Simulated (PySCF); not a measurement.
Computed IR spectrum (relative IR intensity) of a molecule C4H10O. Geometry: PBE0-D3(BJ)/def2-SVP. The values are those of a single conformer. Computed with PBE0-D3(BJ)/def2-SVP in PySCF. Frequencies are harmonic and unscaled.

```tsv
ν (cm⁻¹)	relative intensity
115	3.5
185	2.0
285	100
448	10
750	2.8
918	10
1037	2.4
1089	16
1114	23
1151	40
1186	2.1
1242	33
1302	31
1384	3.5
1408	2.6
1468	9.5
1474	2.8
1484	4.9
1513	4.6
2974	52
3011	49
3041	20
3050	15
3056	34
3082	4.3
3113	29
3141	30
3149	20
3902	33
```

**Question.** Which molecule gave these data?
A. CCCCO
B. CCOCC
C. CC[C@H](C)O
D. CC(C)(C)O

**Answer.** A, CCCCO
